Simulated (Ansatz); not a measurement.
Total energies of Ga6N6H18, a cluster cut from wurtzite GaN (hydrogen-capped) from Ansatz at PBE0-D4/def2-TZVP, gas phase (1 Eh = 27.2114 eV = 2625.5 kJ/mol). The reference geometry is relaxed at PBE-D4/def2-SVP.

```xyz
30

N    -1.9162   -1.4320   -0.3411
Ga   -0.9929   -0.5691   -1.9076
Ga   -1.8339    1.7846    0.2416
N    -0.7598    1.2731   -1.3851
N     0.8511   -1.3689   -1.8001
Ga    1.1696    1.8536   -1.3431
Ga   -1.1408   -1.1828    1.4995
N    -0.8929    0.7223    1.6725
N     0.7177   -1.9227    1.2757
Ga    1.9236   -1.1111   -0.1165
Ga    1.0241    1.2523    1.9976
N     1.8566    0.7866    0.2224
H    -2.8275   -0.9403   -0.2920
H    -2.1474   -2.4179   -0.5287
H    -1.6998   -0.9526   -3.2649
H    -3.2789    1.0867    0.0529
H    -1.7163    3.3319    0.5254
H    -1.1715    1.8450   -2.1403
H     0.8614   -2.3497   -2.1138
H     1.3880   -0.8454   -2.5159
H     1.8542    1.2031   -2.6542
H     1.2822    3.4011   -1.0583
H    -1.9530   -2.0043    2.5740
H    -1.3753    1.0017    2.5422
H     0.7166   -2.9514    1.2280
H     1.1845   -1.6893    2.1714
H     3.2984   -1.8810   -0.1955
H     1.1364    2.8004    2.2794
H     1.6059    0.1762    3.0532
H     2.8359    1.1000    0.3215
```

```tsv
state	geometry	energy (Eh)
charge 0 singlet	reference	-11887.09483
charge 1 doublet	reference	-11886.77425
charge -1 doublet	reference	-11887.07425
free N atom (quartet)	–	-54.54382
free Ga atom (doublet)	–	-1924.55212
free H atom (doublet)	–	-0.50104
```

Single mean-field runs in def2-TZVP are fitted with def2-universal-jkfit.

(1) Work out the vertical ionisation energy to the doublet.

(2) Work out the vertical electron affinity, to the doublet.

(3) Give the fundamental gap IE − EA, the Mulliken electronegativity (IE + EA)/2 and the hardness (IE − EA)/2.

(4) What is the binding energy per atom against free atoms?

(1) E(charge 1 doublet) − E(charge 0 singlet) = -11886.77425 − (-11887.09483) = 0.32058 Eh = 8.72 eV. For comparison, −ε of the highest occupied level is 7.23 eV at this level, 1.49 eV less.

(2) E(charge 0 singlet) − E(charge -1 doublet) = -11887.09483 − (-11887.07425) = -0.02058 Eh = -0.56 eV; negative, so the extra electron isn't bound. The basis lacks diffuse functions, which makes affinities too small.

(3) From the values in Eh: IE − EA = 0.32058 − (-0.02058) = 0.34116 Eh = 9.28 eV; (IE + EA)/2 = 4.08 eV; (IE − EA)/2 = 4.64 eV. The HOMO–LUMO gap of the same run is 6.75 eV, 2.53 eV smaller than the fundamental gap.

(4) Atoms: 6 × (-54.54382) + 6 × (-1924.55212) + 18 × (-0.50104) = -11883.59436 Eh. Binding: -11883.59436 − (-11887.09483) = 3.50047 Eh = 95.25 eV, or 3.18 eV for each of 30 atoms (no zero-point energy, no counterpoise term).

At PBE0-D4/def2-TZVP the highest occupied level of the charge -1 doublet lies above zero (up to 1.79 eV). By energy differences it is unbound by 0.56 eV (vertical, to the charge 0 singlet, at PBE0-D4/def2-TZVP) and held by the finite basis.
